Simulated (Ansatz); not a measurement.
Total energies of CH₃FOSW (`[CH3][W](=[O])([F])=[S]`).

```xyz
8

C     0.821    0.004   -0.741
W    -0.699    0.074    0.696
O     0.106   -0.256    2.147
F    -1.537    1.728    0.663
S    -1.972   -1.557    0.208
H     1.357   -0.947   -0.715
H     1.529    0.811   -0.520
H     0.395    0.143   -1.738
```

Total charge 0; spin multiplicity 1. Correlated methods include outer-core shells of W, which these sets cover unevenly. W: def2 effective core potential. The geometry is a stationary point of PBE0-D4/def2-TZVP. Basis def2-TZVPP, Ansatz 0.2.0.

RPA on PBE orbitals: Hartree–Fock energy of these orbitals -677.98349 Eh, correlation -1.98005 Eh (frozen core).

```json
{"functional": "PBE", "energy without D4 (Eh)": "-680.21444", "D4 term (kJ/mol)": "-20.3"}
{"functional": "revPBE", "energy without D4 (Eh)": "-680.49841", "D4 term (kJ/mol)": "-50.1"}
{"functional": "BLYP", "energy without D4 (Eh)": "-680.52023", "D4 term (kJ/mol)": "-42.8"}
{"functional": "B97M-V", "energy without D4 (Eh)": "-680.39773", "D4 term (kJ/mol)": "–"}
{"functional": "PBE0", "energy without D4 (Eh)": "-680.17371", "D4 term (kJ/mol)": "-17.3"}
{"functional": "r2SCANh", "energy without D4 (Eh)": "-680.42676", "D4 term (kJ/mol)": "-5.1"}
{"functional": "r2SCAN0", "energy without D4 (Eh)": "-680.35760", "D4 term (kJ/mol)": "-5.7"}
{"functional": "HSE06 (plane-wave form)", "energy without D4 (Eh)": "-680.15659", "D4 term (kJ/mol)": "-16.4"}
{"functional": "BHLYP", "energy without D4 (Eh)": "-680.28965", "D4 term (kJ/mol)": "-29.4"}
{"functional": "CAM-B3LYP", "energy without D4 (Eh)": "-680.43195", "D4 term (kJ/mol)": "-18.0"}
{"functional": "LC-ωPBE", "energy without D4 (Eh)": "-680.30915", "D4 term (kJ/mol)": "–"}
{"functional": "ωB97X-V", "energy without D4 (Eh)": "-680.37037", "D4 term (kJ/mol)": "–"}
{"functional": "ωB97M-V", "energy without D4 (Eh)": "-680.35946", "D4 term (kJ/mol)": "–"}
{"functional": "B2PLYP", "energy without D4 (Eh)": "-680.18197", "D4 term (kJ/mol)": "–"}
```

Task: Give the same for LDA (SPW92), r2SCAN, B3LYP, PBE-QIDH. (An estimate is asked.)

Result: Ansatz gave: 
```json
{"functional": "LDA (SPW92)", "energy without D4 (Eh)": "-677.55377", "D4 term (kJ/mol)": "–"}
{"functional": "r2SCAN", "energy without D4 (Eh)": "-680.47423", "D4 term (kJ/mol)": "-4.7"}
{"functional": "B3LYP", "energy without D4 (Eh)": "-680.59338", "D4 term (kJ/mol)": "-33.0"}
{"functional": "PBE-QIDH", "energy without D4 (Eh)": "-679.96353", "D4 term (kJ/mol)": "–"}
```

B3LYP takes the VWN-RPA correlation (the form of Gaussian; ORCA's B3LYP/G). HSE06 is the plane-wave form, built on full-range PBE exchange. The double hybrids freeze the cores in their second-order part.

LC-ωPBE has ω = 0.4 bohr⁻¹.
